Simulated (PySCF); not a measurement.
**Bond curve of GaP⁺**

Set-up: PySCF, no relativity, basis sets Ga def2-TZVPPD, P def2-TZVPPD. Energies in eV from Ga⁺ + P in their ground configurations at the same level. State: ⁴Σ⁻ (quartet), unpaired electrons σ ↑, π ↑↑.

All columns are PBE0. A positive dipole points towards P; it is taken about the centre of mass and depends on that origin.

| R (Å) | E (eV) | μ (D) | Mulliken charge on Ga (basis-dependent) | HOMO (eV) | LUMO (eV) | Mayer bond order | ⟨S²⟩ |
| --- | --- | --- | --- | --- | --- | --- | --- |
| 2.252 | -0.385 | 0.20 | 0.74 | -13.10 | -9.68 | 1.06 | 3.76 |
| 2.357 | -0.530 | 0.13 | 0.78 | -13.10 | -9.66 | 0.93 | 3.76 |
| 2.462 | -0.601 | 0.04 | 0.81 | -13.09 | -9.60 | 0.81 | 3.76 |
| 2.540 | -0.623 | -0.06 | 0.82 | -13.08 | -9.53 | 0.72 | 3.76 |
| 2.619 | -0.628 | -0.17 | 0.83 | -13.06 | -9.46 | 0.65 | 3.76 |
| 2.698 | -0.621 | -0.31 | 0.83 | -13.03 | -9.37 | 0.58 | 3.76 |
| 2.802 | -0.599 | -0.52 | 0.84 | -12.98 | -9.24 | 0.51 | 3.76 |
| 2.933 | -0.560 | -0.82 | 0.84 | -12.81 | -9.07 | 0.43 | 3.75 |
| 3.090 | -0.504 | -1.22 | 0.85 | -12.57 | -8.86 | 0.37 | 3.75 |
| 3.300 | -0.426 | -1.80 | 0.86 | -12.26 | -8.59 | 0.31 | 3.75 |

A fit through these points gives, at Re = 2.606 Å, μ = -0.15 D and dμ/dR = -1.55 D/Å; the reduced mass is 21.37 u.

**Question.** How strong is the fundamental in the double-harmonic approximation, I = 42.26·(dμ/dR)²/μred km/mol?

**Answer.** I = 42.26·(-1.55)²/21.37 = 4.75 km/mol at PBE0.

Spin–orbit coupling is left out. For an ion De counts to the pair picked by the measured ionisation energies or electron affinities, which need not be the lowest pair at this level. The state is the lowest determinant that a PBE0 search found; another state may lie lower at other levels.
